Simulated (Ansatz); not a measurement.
Two isomers of C3H10OSi: A = `COCC[SiH3]`, B = `CC(C)[SiH2]O`.

Gas-phase electronic energies from Ansatz, PBE0-D4/def2-TZVP geometries. CCSD(T)/CBS adds triple-zeta CCSD(T) − MP2 to the extrapolated MP2 energy (def2 sets, frozen cores). Functionals use def2-TZVPP. B3LYP here is the variant with VWN-RPA as its local correlation; programs differ in this. One conformer a species, not always the lowest.

Which isomer does CCSD(T)/CBS put lower? Give the gap. (Estimate.)

Computed: B, by 210.8 kJ/mol.

Give E(B) − E(A) in kJ/mol with BLYP-D4, PBE0-D4, HF/def2-TZVPP, ωB97M-V, CCSD/def2-TZVPP, PBE-D4, B3LYP. (An estimate is asked.)

The calculation gave: BLYP-D4 -194.1, PBE0-D4 -199.2, HF/def2-TZVPP -195.3, ωB97M-V -205.0, CCSD/def2-TZVPP -205.4, PBE-D4 -193.0, B3LYP -193.0. None reverses the order clearly.

Does the order hold for the free energy at 298.15 K (harmonic terms from PBE0-D4)? (Estimate.)

Ansatz gave: Yes: G(B) − G(A) = -206.7 kJ/mol, for one conformer each.

Largest T1 diagnostic: 0.010.

Leaving LDA and LC-ωPBE aside and taking each functional with its dispersion term where it has one, the values, not all of them listed here, spread over 15.0 kJ/mol, from PBE-QIDH to PBE-D4. From PBE to PBE0 (25 % exact exchange), in def2-TZVPP and without D4, E(B) − E(A) moves by −6.7 kJ/mol.
